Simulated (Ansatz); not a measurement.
```xyz
7

O    -1.5972   -0.6495   -0.6875
Zr    0.1172   -0.3701    0.0617
F     0.2528   -1.0950    1.8131
F     1.4885   -1.1644   -0.9871
Se    0.4206    2.2011    0.1308
H    -2.4354   -0.9171   -1.0554
H     1.7535    1.9950    0.7244
```

Total charge 0; spin multiplicity 1. Zr: def2 effective core potential.

Task: List the ωB97M-V/def2-TZVPP orbital energies in eV (Ansatz). (An estimate is asked.)

Result: The calculation gave: Occupied: -12367.85, -1588.16, -1422.92, -1422.87, -1422.86, -677.26, -677.26, -526.92, -217.60, -160.56, -160.39, -160.34, -63.01, -60.45, -60.40, -60.35, -60.22, -60.22, -40.11, -39.95, -39.30, -34.44, -34.00, -30.50, -21.86, -17.60, -15.42, -15.35, -14.90, -14.88, -14.62, -14.26, -13.29, -12.94, -12.81, -10.46, -9.41. Lowest empty: 0.39, 0.82, 1.00, 1.04, 1.18, 1.51, 1.64, 1.84.
